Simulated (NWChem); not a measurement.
System: C$_{3}$H$_{6}$OS; SMILES CCSC=O

Here is an NWChem input.

```
start job
memory heap 200 mb stack 900 mb global 1100 mb
geometry units angstroms noautosym nocenter noautoz
  C      0.763231     1.861139    -0.434645
  C      0.011251     1.103070     0.657003
  S     -1.115550    -0.198061     0.001884
  C      0.054636    -1.523925    -0.217829
  O      1.235698    -1.473712     0.035743
  H      1.395457     2.634119     0.019401
  H      1.408943     1.182563    -0.998724
  H      0.074578     2.348688    -1.131978
  H     -0.629633     1.765706     1.245658
  H      0.704230     0.596732     1.333926
  H     -0.443950    -2.426130    -0.619511
end
basis spherical
  C library def2-svp
  S library def2-svp
  O library def2-svp
  H library def2-svp
end
dft
  xc b3lyp
  iterations 150
end
property
  efieldgrad
end
task dft property
```

Coordinates come from a B3LYP/6-31G* (spherical d) optimisation.

Vzz is the largest principal value of the second derivative of the potential at the nucleus (NWChem prints the opposite sign); η is the asymmetry. Non-relativistic.

Atoms are numbered as in the input.

**Question.** Give the results of this calculation. (B3LYP/def2-SVP.) Quantities: Vzz S3 (a.u.); η S3; Vzz O5 (a.u.); η O5.

**Answer.** 
- Vzz S3 (a.u.) = -1.843
- η S3 = 0.91
- Vzz O5 (a.u.) = -1.631
- η O5 = 0.29
